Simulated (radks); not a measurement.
The bismuth ion Bi2+ inside a hard spherical wall (all orbitals vanish at R), configuration held at [Hg] 6p1 and not refilled when levels cross. Method: scalar-relativistic Kohn-Sham, PBE, spin-polarised, spherical densities, point nucleus; open shells are filled with parallel spins first (spin-orbit coupling, left out, can overturn this in heavy ions); computed with a radial shooting solver on a logarithmic mesh with Libxc functionals. Eigenvalues in eV for spin up, with the zero of energy where the potential of the charges vanishes at infinity; a dash marks a level that is unbound or too diffuse for the functional's potential to be trusted. A positive occupied level is held by the wall or, in an anion where self-interaction has pushed it up, behind a barrier. The pressure on the wall is -dE/dV.

| R (bohr) | E (hartree) | kinetic (hartree) | e(5p) | e(5d) | e(6s) | e(6p) | e(7s, empty) | e(6d, empty) | pressure (GPa) |
|---|---|---|---|---|---|---|---|---|---|
| free | -21529.9281 | 24431.522 | -113.42 | -44.594 | -31.053 | -19.591 | -10.213 | -9.089 | 0 |
| 20 | -21529.9281 | 24431.522 | -113.42 | -44.594 | -31.053 | -19.591 | -10.213 | -9.089 | < 0.0001 |
| 7 | -21529.9274 | 24431.531 | -113.39 | -44.564 | -31.029 | -19.554 | -9.069 | -8.500 | 0.0633 |
| 6 | -21529.9236 | 24431.567 | -113.28 | -44.457 | -30.944 | -19.401 | -7.090 | -7.510 | 0.534 |
| 3 | -21528.7243 | 24438.108 | -104.93 | -36.632 | -19.637 | -1.191 | 62.902 | 28.611 | 651 |
| 2.5 | -21526.3337 | 24449.280 | -95.758 | -27.341 | -2.102 | 23.329 | 129.81 | 64.936 | 3100 |
| 1.5 | -21477.7492 | 24632.579 | -7.314 | 79.403 | 238.51 | 308.56 | 717.48 | 398.69 | 171000 |
